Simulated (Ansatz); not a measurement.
## Which method gave which barrier?

Saddle point of BH₃SF₂, closed shell (BHSF₂ ([F][B]([F])[SH]) + H₂ → BHF₂ ([F][BH][F]) + H₂S; bonds formed: B1–H6, S2–H5; bonds broken: B1–S2, H5–H6), PBE0-D4/def2-TZVP structure:

```xyz
7
angstrom
B -0.6033 -0.2147 -0.0325
S 1.1849 0.3554 -0.8859
F -1.1892 -1.1257 -0.8194
F -1.2938 0.8465 0.4057
H 0.7312 -0.4881 0.4499
H -0.0874 -0.8496 1.0308
H 1.2575 1.4763 -0.1486
```

Program: Ansatz 0.2.0. Basis: def2-TZVPP, with def2-QZVPP for the basis limit. Cores are frozen in the correlated methods. B3LYP uses VWN-RPA correlation. Extrapolation: Hartree–Fock as exp(−7.88 √X), correlation as X^−2.97. Four methods, as single points on the PBE0-D4 structures, gave these electronic barriers from the start structure: 1.660, 1.738, 1.831, 2.442 eV.

Task: The methods were, in alphabetical order, B3LYP-D4, BLYP-D4, CCSD(T), HF. Which gave which? (A judgement: the text doesn't fix the answer.)

Result: By the calculation: BLYP-D4 1.660; B3LYP-D4 1.738; CCSD(T) 1.831; HF 2.442 eV. For comparison, CCSD(T) at an estimated basis limit (MP2 extrapolated from triple and quadruple zeta, plus CCSD(T) − MP2 in triple zeta) gives 1.817 eV.

No T1 diagnostic of these runs exceeds 0.013. The end structure is not quite a true minimum (one mode of 32i cm⁻¹).

Labels in which every atom is bracketed show which atoms are joined, not bond orders.

For scale, one of the runs: CCSD(T)/def2-TZVPP, 177 basis functions (an equivalent command: `ansatz run in.yaml --threads 2`). The run took 52 s on 2 CPU threads (shared host), with 1.7 GiB of host memory at its peak.
